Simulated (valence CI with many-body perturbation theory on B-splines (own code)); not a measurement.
Cu16+: fill in the table

Computed by valence CI with perturbative core correlation (CI+MBPT): three valence electrons over a frozen Dirac-Fock core [Ne], radial functions for each j: 11 s, 11 p, 10 d, 8 f, 5 g, 2 h, with the one-electron correlation potential Σ1 (screened to all orders), the two-electron term Σ2, the three-electron term Σ3, Breit, model QED; selected single and double excitations, second order for the rest, scaled by the run's own slope (own B-spline code, finite nucleus).

No measured levels were compared; by estimate levels of excited configurations hold to 0.05 to 0.15 % of their energy, terms of the ground configuration to about 0.5 %.

| Level | E (cm⁻¹) |
| --- | --- |
| 3s2.3p 2P°_1/2 | 0 |
| 3s2.3p 2P°_3/2 | 33251 |
| 3s.3p2 4P_1/2 | ? |
| 3s.3p2 4P_3/2 | 291710 |
| 3s.3p2 4P_5/2 | 307620 |
| 3s.3p2 2D_3/2 | 372270 |
| 3s.3p2 2D_5/2 | 377830 |
| 3s.3p2 2S_1/2 | ? |
| 3s.3p2 2P_1/2 | 480370 |
| 3s.3p2 2P_3/2 | 490820 |
| 3s2.3d 2D_3/2 | 574210 |
| 3s2.3d 2D_5/2 | ? |
| 3p3 2D°_3/2 | 707240 |
| 3p3 2D°_5/2 | 716900 |
| 3p3 4S°_3/2 | ? |
| 3s.3p.3d 4F°_3/2 | ? |
| 3s.3p.3d 4F°_5/2 | 788170 |
| 3p3 2P°_1/2 | 790490 |
| 3s.3p.3d 4F°_7/2 | 798810 |
| 3p3 2P°_3/2 | ? |

Names give the largest LS component (configuration and term), which can be under half, so a name can repeat, a term be missing and a line seem to break the LS rules; names also repeat where a configuration has a term twice.

Question: The levels stand in rising order. What does the calculation give for the missing energies?

Answer: 3s.3p2 4P_1/2 277080; 3s.3p2 2S_1/2 445090; 3s2.3d 2D_5/2 578280; 3p3 4S°_3/2 725450; 3s.3p.3d 4F°_3/2 781020; 3p3 2P°_3/2 799550.
